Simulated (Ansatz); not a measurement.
Cartesian coordinates (Å):
```xyz
9

N     -2.2902    -0.2844    -0.4999
C     -1.1774     0.2682    -0.2132
N      0.0609    -0.3898    -0.1697
C      1.0837     0.3148     0.1364
O      2.3158    -0.2047     0.2089
H     -2.1287    -1.2858    -0.6923
H     -1.1782     1.3489     0.0204
H      1.0852     1.3907     0.3696
H      2.2290    -1.1579    -0.0105
```
Charge 0, multiplicity 1.

Level of theory: frozen-core CCSD(T)/cc-pVTZ // PBE-D3(BJ)/def2-TZVP (Ansatz, a program for electronic structure). The restricted HF reference is unstable towards unrestricted orbitals.

```json
{
  "HF energy": "-261.89630 Ha",
  "MP2 correlation energy": "-0.95649 Ha"
}
```

Question: Estimate the CCSD correlation energy, the (T) correction, the total energy and the T1 diagnostic.

Answer: 
```yaml
CCSD correlation energy: -0.97221 Ha
"(T) correction": -0.04581 Ha
CCSD(T) total energy: -262.91432 Ha
T1 diagnostic: 0.015
```
